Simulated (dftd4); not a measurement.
H$_{6}$Si$_{2}$, charge +1, doublet, at a GFN2-xTB geometry (a state made from the parent by changing its charge; the spin is typed, not shown lowest); D4 for hf in dftd4.

The dftd4 input:
```
$ dftd4 mol.xyz --func hf --charge 1 --json dftd4.json --noedisp --grad

# file mol.xyz
8

Si    -1.33666426     0.12731246    -0.01906279
Si     1.33666426    -0.12731246     0.01906279
H     -1.68020055    -0.85431230    -1.03882243
H     -1.46232753     1.53042532    -0.38919402
H     -1.65392012    -0.21926859     1.35961207
H      1.46232753    -1.53042532     0.38919402
H      1.68020055     0.85431230     1.03882243
H      1.65392012     0.21926859    -1.35961207
```

Task: Write the output that dftd4 gives for this input, abridged.

Result: 
```
                    ____  _____ _____     ____  _  _
      -------------|  _ \|  ___|_   _|---|  _ \| || |------------
     |             | | | | |_    | | ___ | | | | || |_           |
     |             | |_| |  _|   | ||___|| |_| |__   _|          |
     |             |____/|_|     |_|     |____/   |_|            |
     |             ===================================           |
     |            E. Caldeweyher, S. Ehlert & S. Grimme          |
     |          Mulliken Center for Theoretical Chemistry        |
     |                    University of Bonn                     |
      -----------------------------------------------------------

Rational (Becke-Johnson) damping: hf-D4-ATM
---------------------
  s6         1.0000
  s8         1.6168
  s9         1.0000
  a1         0.4496
  a2         3.3574
 alp        16.0000
--------------------

Dispersion energy:      -1.2433149732557E-02 Eh

Gradient norm:           3.0768256818713E-03 Eh/a0
--------------------------------------------------
     #    Z           dE/dx      dE/dy      dE/dz
--------------------------------------------------
     1   14 Si    2.127E-03 -2.026E-04  3.034E-05
     2   14 Si   -2.127E-03  2.026E-04 -3.034E-05
     3    1 H    -2.152E-04  7.740E-05  5.386E-05
     4    1 H    -2.275E-04 -5.637E-05  1.742E-05
     5    1 H    -2.167E-04  4.178E-05 -8.068E-05
     6    1 H     2.275E-04  5.637E-05 -1.742E-05
     7    1 H     2.152E-04 -7.740E-05 -5.386E-05
     8    1 H     2.167E-04 -4.178E-05  8.068E-05
--------------------------------------------------

Virial:
--------------------------------------------------
      component           x          y          z
--------------------------------------------------
          x      -6.769E-03  5.825E-04 -8.722E-05
          y       5.825E-04 -7.081E-04  8.308E-06
          z      -8.722E-05  8.308E-06 -6.538E-04
--------------------------------------------------

[Info] Dispersion results written to 'dftd4.txt'
[Info] JSON dump of results written to 'dftd4.json'
```
